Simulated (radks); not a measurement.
The numbers below are computed, except where a source is named.
Ionisation of neutral tantalum, [Xe] 4f14 5d3 6s2, to Ta+, [Xe] 4f14 5d3 6s1, under several functionals. Dirac Kohn-Sham, spin-unpolarised, spherical densities, point nucleus; open shells fill j = l - 1/2 first; a radial shooting solver on a logarithmic mesh with Libxc functionals.

functional,E(Ta) (hartree),Exc (hartree),IE (eV),-e(HOMO) (eV),<r> HOMO (bohr),IE error (eV)
BLYP,-15626.8790,-318.3000,8.300,3.600,2.224,+0.751
"LDA (Slater exchange, Perdew-Wang correlation)",-15616.6869,-308.0276,8.598,3.936,2.209,+1.049
exchange-only PBE,-15621.6136,-312.9714,7.691,2.941,2.264,+0.142
B86b exchange with PBE correlation,-15627.1442,-318.5779,8.398,3.754,2.218,+0.848
"LDA (Slater exchange, VWN5 correlation)",-15616.7175,-308.0587,8.597,3.937,2.208,+1.047
BP86,-15627.9021,-319.3427,8.550,3.876,2.217,+1.000

NIST Atomic Spectra Database: 7.550 eV (measured). Closest: exchange-only PBE. The Delta-SCF values span 0.91 eV, the total energies 11.22 hartree. The highest occupied level is 5d3/2. Spin polarisation and multiplet splitting are left out, so open shells lie too high by an amount that depends on their filling.

Beside tabulated values, note that spin-unpolarised runs miss the spin-polarisation part of the exchange energy of open shells.
